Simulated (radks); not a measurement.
Q: Ionisation of neutral chromium, [Ar] 3d5 4s1, to [Ar] 3d5 as the strength of local exchange is varied. Method: non-relativistic Kohn-Sham, Slater X-alpha exchange (alpha = 2/3 is LDA exchange), no correlation, spin-polarised, spherical densities, point nucleus; open shells are filled with parallel spins first; computed with a radial shooting solver on a logarithmic mesh with Libxc functionals.

alpha  E(Cr) (hartree)  exchange (hartree)  IE (eV)  -e of the level emptied (eV)  <r> of it (bohr)
0.552      -1032.65526           -36.52571    6.426                    3.555 (4s)             3.483
0.667      -1040.29545           -44.49067    7.022                    4.112 (4s)             3.376
0.785      -1048.19847           -52.78832    7.662                    4.738 (4s)             3.266
0.818      -1050.42010           -55.13130    7.846                    4.922 (4s)             3.237
0.878      -1054.47220           -59.41621    8.186                    5.265 (4s)             3.183
0.957      -1059.83254           -65.10683    8.643                    5.734 (4s)             3.115
x          -1056.23322           -61.28297    8.335                    5.417 (4s)             3.160

Which alpha was used in the last row?

A: alpha = 0.904. NIST Atomic Spectra Database: 6.767 eV (measured). The Delta-SCF value meets it near alpha = 0.62. Open shells are spherical and high-spin; term and fine-structure splittings are not resolved.
